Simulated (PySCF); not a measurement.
C₅H₁₃ClSi, SMILES CC(C)(C)C[SiH2]Cl (GFN2-xTB optimised geometry):

```
20

C      2.149    -0.113     0.000
C      0.616    -0.113     0.000
C      0.120     1.333     0.000
C      0.122    -0.822    -1.261
C      0.130    -0.851     1.256
Si    -1.740    -0.886     1.607
Cl    -2.008    -2.130     3.184
H      2.534     0.412     0.872
H      2.534    -1.130     0.016
H      2.532     0.382    -0.890
H     -0.963     1.369    -0.095
H      0.554     1.882    -0.833
H      0.401     1.835     0.923
H      0.531    -0.342    -2.148
H      0.435    -1.863    -1.263
H     -0.962    -0.787    -1.326
H      0.493    -1.882     1.206
H      0.624    -0.405     2.125
H     -2.257     0.422     2.008
H     -2.534    -1.428     0.505
```

Method: PBE0/def2-SVP (PySCF).

Problem. What are the frontier orbital energies and the dipole moment?

Solution. HOMO-2 -9.16 eV, HOMO-1 -8.58 eV, HOMO -8.16 eV, LUMO 0.64 eV, LUMO+1 1.46 eV; dipole moment 1.99 D.

Meta-Löwdin charges at PBE0/def2-SVP: C1 -0.30, C2 0.08, C3 -0.30, C4 -0.30, C5 -0.41, Si6 0.66, Cl7 -0.29, H8 0.09, H9 0.10, H10 0.09, H11 0.09, H12 0.10, H13 0.10, H14 0.10, H15 0.10, H16 0.09, H17 0.11, H18 0.11, H19 -0.10, H20 -0.11.
